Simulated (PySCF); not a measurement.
# What a mistake does to a calculation on AlCClH5Si

All numbers below are calculated, not measured. They come from PySCF 2.14.0, an open-source quantum chemistry program, on an isolated molecule that a program drew, which may never have been made. The molecule is AlCClH5Si (charge 0, doublet), drawn as the SMILES string `[SiH3][CH][AlH][Cl]`.

Each row is a Hartree-Fock (HF) and frozen-core CCSD(T) single point in the cc-pV(D+d)Z basis, meant for a local HF minimum. Run 1 is clean. Each other run has one planted mistake out of seven kinds, and not every kind appears here: one electron removed, one electron added, multiplicity raised by two, geometry at a saddle point, minimal basis STO-3G, one bond length entered in bohr, all coordinates scaled. The reference is restricted for singlets and unrestricted otherwise, and also for a bond in bohr. Adding or removing an electron swaps singlet and doublet. Electrons count all cores. HOMO and LUMO are orbital energies over both spins, the gradient is its largest component, and the lowest frequency (negative if imaginary) is given only where the gradient is small. Bond lengths are over the 8 bonds as drawn. T1 is the CCSD diagnostic: over 0.02 (restricted) or 0.045 (unrestricted) a single reference is doubtful.

Geometry of the clean run:
```xyz
9
AlCClH5Si, angstrom
Si    1.2362   -2.3643    0.6075
C     0.6338   -0.6823    0.0482
Al    0.1999    0.0124   -1.6979
Cl    0.4114   -1.2426   -3.3903
H     0.2846   -2.9363    1.5919
H     2.5595   -2.2298    1.2653
H     1.3617   -3.2960   -0.5340
H     0.5128    0.0234    0.8762
H    -0.3081    1.4736   -1.9502
```

```
run,electrons,basis functions,<S^2>,HOMO (eV),LUMO (eV),gradient (hartree/bohr),lowest frequency (cm^-1),mean bond (Å),longest bond (Å),T1,HF (hartree),CCSD(T) (hartree),mistake
1,55,108,0.758,-10.70,0.37,2.6e-05,32,1.6284,2.117,0.0125,-1031.18432,-1031.66909,no fault
2,55,37,0.769,-8.65,6.19,4.1e-02,-,1.6284,2.117,0.0099,-1019.57662,-1019.72770,minimal basis STO-3G
3,55,108,3.772,-4.41,-3.14,9.9e-02,-,1.6284,2.117,0.0582,-1030.95784,-1031.44491,multiplicity raised by two
4,55,108,1.570,-9.15,0.33,9.4e-03,-,1.7928,2.794,0.0456,-1031.07006,-1031.54557,?
5,55,108,0.758,-10.71,0.38,6.0e-03,-,1.6121,2.096,0.0124,-1031.18350,-1031.66770,?
```

**Which mistake was planted in run 4, and what did it cost?**

The mean bond changes by a factor of 1.101 and the longest by 1.320, so the molecule wasn't scaled as a whole. A length L in bohr read as angstrom grows by (1/0.5292 - 1) L = 0.890 L. The 8 bonds together grew by 8 x 0.1644 = 1.315 Å, which gives L = 1.478 Å. That is the length of one of the H-Si bonds, 1.479 Å in the clean geometry. So the mistake is: one bond length entered in bohr. Subtracting run 1 and multiplying by 627.51 kcal/mol a hartree, the energy moved by 71.7 kcal/mol in HF and 77.5 kcal/mol in CCSD(T).

**Which mistake was planted in run 5, and what did it cost?**

The mean and the longest bond both change by the same factor, 0.990, and the gradient is no longer small. So the mistake is: all coordinates scaled. Subtracting run 1 and multiplying by 627.51 kcal/mol a hartree, the energy moved by 0.5 kcal/mol in HF and 0.9 kcal/mol in CCSD(T).

Cautions from the logs. Run 3: T1 is over the limit, so its CCSD(T) energy is less reliable; run 4: T1 is over the limit, so its CCSD(T) energy is less reliable.
